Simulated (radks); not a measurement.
As15+, 18 electrons, occupied as [Ar].

All-electron calculation, scalar-relativistic Kohn-Sham, PBEsol, spin-polarised, spherical densities, finite nucleus; Fermi nuclear charge, rms radius 4.0968 fm. Program: a radial shooting solver on a logarithmic mesh with Libxc functionals.

Energy parts (eV):
part                       energy
total                  -58504.043
kinetic                 59707.176
electron-nucleus      -131403.600
Hartree                 14973.008
exchange-correlation    -1780.627

Orbitals (lengths in bohr, moments of r in powers of bohr; <r^-3> diverges for s and p1/2; r(max) is where P^2 peaks):
orbital  occ.  eigenvalue (eV)      <r>   r(max)  <r^-3>
1s          2        -12224.93  0.04554  0.02976       -
2s          2        -2005.829   0.2018   0.1699       -
2p          6        -1824.560   0.1763   0.1363    1111
3s          2        -627.2190   0.5315   0.4895       -
3p          6        -569.6429   0.5259   0.4786   217.2

The highest occupied level is 3p at -569.64 eV. The electron density at the nucleus is 3.606e+04 e/bohr^3 (large components only).
